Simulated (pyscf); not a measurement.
Structures and frequencies: ωB97X-D3(BJ)/def2-SVP in PySCF.

Task: For the elementary gas-phase step `[OH][Sn]([OH])([OH])[O][GeH3]` → `[OH][GeH2][OH]` + `[OH][Sn][OH]` [singlet] (singlet surface; O–Sn, O–Sn, Ge–H broken, H–O, Ge–O formed), what barrier and reaction energy does ωB97M-D3(BJ)/def2-TZVP give, measured from the reactant's lowest minimum found?

Result: ΔE‡ = 293.4 kJ/mol, ΔE = -28.8 kJ/mol. Zero-point energy shifts the barrier by -6.7 kJ/mol. It is a multi-bond step, with an imaginary mode of 1179i cm⁻¹. On the product side the descent ends in a bound adduct (not fully relaxed), 58.0 kJ/mol under the separated species and 363.6 kJ/mol under the saddle at ωB97X-D3(BJ)/def2-TZVP. At ωB97X-D3(BJ)/def2-TZVP the barrier from the zero used here is 309.3 kJ/mol. This is the saddle that the search found; another between the same sides may lie lower. One closed-shell reference is unstable to symmetry breaking; treat the single-reference values with care. Elements up to Kr have no core potential and no relativistic terms here. Elements past Kr carry the def2 core potentials, without spin-orbit coupling.
